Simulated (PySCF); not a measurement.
Molecular orbitals of CoBr

UHF at R = 2.244 Å; PySCF, no relativity, basis sets Co def2-TZVPPD, Br def2-TZVPPD. State: triplet, unpaired electrons π ↑, δ ↑. Only the outer orbitals are listed, counted within each symmetry.

```
spin  orbital  occ.  ε (eV)  on Co (%)            main shells (%)
   α       6π     1  -15.34         98                    98 Co d
   α       2δ     1  -15.09         97                    97 Co d
   α      13σ     1  -14.00         88           88 Co d, 10 Br p
   α       6π     1  -13.95         95                    95 Co d
   α       2δ     1  -13.72        100                   100 Co d
   α      14σ     1  -10.36         26  74 Br p, 12 Co d, 11 Co s
   α       7π     1   -9.85          4                    96 Br p
   α       7π     1   -9.75          7                    93 Br p
   α      15σ     0   -0.38        102           69 Co s, 33 Co p
   β       6π     1  -12.18         85           85 Co d, 15 Br p
   β      13σ     1  -12.12         56           55 Co d, 42 Br p
   β       2δ     1  -11.74        100                   100 Co d
   β       6π     1  -10.02          3                    96 Br p
   β      14σ     1   -9.90         53  46 Br p, 41 Co d, 11 Co s
   β       7π     1   -9.53         17           83 Br p, 15 Co d
   β      15σ     0   -0.21        102           63 Co s, 37 Co p
```

Task: Which are the highest filled and the lowest empty level, where do they sit, and how wide is the gap?

Result: Highest filled β 7π at -9.53 eV (in %: 83 Br p, 15 Co d); lowest empty α 15σ at -0.38 eV (in %: 69 Co s, 33 Co p); the gap at UHF is 9.15 eV.

| Item | Value |
| --- | --- |
| bond order (Mayer) | 0.66 |
| ⟨S²⟩ | 2.017 |
| charge on Co (Mulliken, basis-dependent) | 0.65 |
| charge on Co (Löwdin, basis-dependent) | 0.11 |
| dipole moment (positive dipole means Co(−)Br(+)) | -6.72 D |
| polarisability along the bond | 46.9 bohr³ |
| polarisability across the bond | 38.7 bohr³ |

Shares are Mulliken populations and can fall outside 0 to 100 %.

Spin–orbit coupling is left out. The state is the lowest single determinant that the PBE0 search found; with open d or f shells the true ground state can be another one.
